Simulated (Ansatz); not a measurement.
`C[SiH2]S[SiH3]` + HCl → `[SiH3]S[SiH2]Cl` + CH₄  (ligand exchange at the Si–C bond)

Isolated molecules relaxed with PBE0-D4/def2-TZVP in Ansatz; ΔE leaves out vibrations. CBS: MP2 limit from def2 TZ/QZ plus the TZ coupled-cluster correction, frozen cores. This one scheme is used for every species. DFT in def2-TZVPP. Each species was taken in one conformer, which may not be the lowest.

```csv
level,ΔE (kJ/mol)
ωB97X-V,-101.5
HF/def2-QZVPP,-106.9
MP2/def2-QZVPP,-105.2
MP2/CBS(def2),-107.0
```

(1) What does CCSD(T)/CBS give? (Best estimate.)

Largest T1 diagnostic among the species: 0.011.

Results:

(1) Ansatz gave: -101.5 kJ/mol. The listed levels differ from it by 0.0, -5.4, -3.7, -5.5 kJ/mol.

In def2-TZVPP, CCSD(T) changes the Hartree–Fock value by +9.7 kJ/mol (the triples alone add −0.1 kJ/mol) and MP2 by +4.2 kJ/mol.
